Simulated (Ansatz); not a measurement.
`[SiH3]C1=CS1` + `O[SiH3]` → `[SiH3]OC1=CS1` + SiH₄  (substitution at a C–Si bond)

Program: Ansatz. Geometries: PBE0-D4/def2-TZVP. ΔE: electronic, gas phase. CBS: MP2 limit from def2 TZ/QZ plus the TZ coupled-cluster correction, frozen cores. This one scheme is used for every species. One conformer a species, not always the lowest.

`[SiH3]C1=CS1`:

Cartesian coordinates in Å:
```
Si 1.285 0.065 -0.108
C -0.544 -0.006 -0.023
C -1.717 -0.184 0.461
S -1.973 0.329 -1.231
H 1.839 -0.327 1.212
H 1.745 -0.868 -1.166
H 1.688 1.450 -0.454
H -2.322 -0.459 1.309
```

`O[SiH3]`:

```xyz
6

O    -0.274    1.039    0.698
Si    0.158   -0.193   -0.307
H    -0.780    0.822    1.481
H     1.011   -1.196    0.389
H     0.918    0.432   -1.413
H    -1.033   -0.904   -0.848
```

`[SiH3]OC1=CS1`:

Cartesian coordinates in Å:
```
Si 0.497 1.349 0.816
O 0.659 0.261 -0.462
C -0.109 -0.780 -0.609
C -0.556 -1.727 -1.338
S -1.260 -1.735 0.404
H 0.342 0.597 2.080
H 1.756 2.120 0.776
H -0.672 2.223 0.568
H -0.657 -2.308 -2.233
```

SiH₄:

Z-matrix (Å, degrees):
```
Si
H 1 1.485
H 1 1.485 2 109.5
H 1 1.485 2 109.5 3 -120.0
H 1 1.485 2 109.5 3 120.0
```

```
        species  CCSD(T)/CBS(def2) energy (Eh)
 `[SiH3]C1=CS1`                     -765.26740
      `O[SiH3]`                     -366.69042
`[SiH3]OC1=CS1`                     -840.45626
           SiH₄                     -291.46306
```

Work out ΔE.

ΔE = (-840.45626) + (-291.46306) − (-765.26740) − (-366.69042) = 0.03850 Eh = +24.2 kcal/mol.

Largest T1 diagnostic among the species: 0.013.

From PBE to PBE0 (25 % exact exchange), in def2-TZVPP and without D4, ΔE moves by +1.0 kcal/mol.
